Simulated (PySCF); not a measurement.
A structure optimised at PBE-D3(BJ)/def2-SVP, used in a PySCF frequency run:

```xyz
14

C      2.6373    -0.1906    -0.9574
O      1.3250    -0.3857    -0.4824
C      0.7332     0.7895     0.0667
Si    -1.0030     0.2396     0.6208
O     -2.0334     0.6896    -0.6268
O     -0.8755    -1.4136     0.8506
H      2.6727     0.5667    -1.7773
H      3.0022    -1.1592    -1.3521
H      3.3265     0.1497    -0.1464
H      0.6791     1.6097    -0.6904
H      1.3347     1.1800     0.9265
H     -1.4683     0.8417     1.9135
H     -2.9677     0.4519    -0.4949
H     -0.0889    -1.7102     0.3431
```
Charge 0, spin multiplicity 1.

### Question
Write its SMILES and formula.

### Answer
COC[SiH](O)O, C2H8O3Si

### Question
What are its rotational constants (standard atomic weights)?

### Answer
5.1156, 1.6357, 1.4341 GHz
